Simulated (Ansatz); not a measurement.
`[F][SnH]([Cl])[O][SiH3]` and `[CH3][SnH]([F])[Cl]` differ in one atom or group.

Ansatz, PBE0-D4/def2-TZVP geometries, multiplicity 1. Each molecule was computed in one conformer, which needn't be the lowest.

Elements past krypton have def2 core potentials.

```json
{"property": "HOMO energy (PBE/def2-TZVPP) / eV", "`[F][SnH]([Cl])[O][SiH3]`": "-7.50"}
{"property": "HOMO energy (PBE0/def2-TZVPP) / eV", "`[F][SnH]([Cl])[O][SiH3]`": "-8.95"}
{"property": "HOMO energy (ωB97M-V/def2-TZVPP) / eV", "`[F][SnH]([Cl])[O][SiH3]`": "-11.25"}
{"property": "LUMO energy (ωB97M-V/def2-TZVPP) / eV", "`[F][SnH]([Cl])[O][SiH3]`": "0.17"}
{"property": "LUMO energy (B3LYP/def2-TZVPP) / eV", "`[F][SnH]([Cl])[O][SiH3]`": "-2.19"}
{"property": "HOMO–LUMO gap (ωB97M-V/def2-TZVPP) / eV", "`[F][SnH]([Cl])[O][SiH3]`": "11.41"}
```

Q: Give the same properties after the change, and the shifts. (Best estimate.)

A: Ansatz gave: 
```csv
property,`[CH3][SnH]([F])[Cl]`,shift
HOMO energy (PBE/def2-TZVPP) / eV,-7.41,0.09
HOMO energy (PBE0/def2-TZVPP) / eV,-8.77,0.18
HOMO energy (ωB97M-V/def2-TZVPP) / eV,-10.97,0.28
LUMO energy (ωB97M-V/def2-TZVPP) / eV,1.09,0.92
LUMO energy (B3LYP/def2-TZVPP) / eV,-1.18,1.01
HOMO–LUMO gap (ωB97M-V/def2-TZVPP) / eV,12.06,0.65
```

With PBE0 the HOMO rises by 0.18 eV and the LUMO rises by 1.02 eV, so the gap widens by about 0.84 eV. PBE moves the HOMO by 0.09 eV and ωB97M-V by 0.28 eV. The zero-point energy changes by 17.8 kJ/mol with -3 modes.

B3LYP here is the variant with VWN-RPA as its local correlation; programs differ in this.

Positive LUMOs are unbound, so they and the gaps depend on the basis.
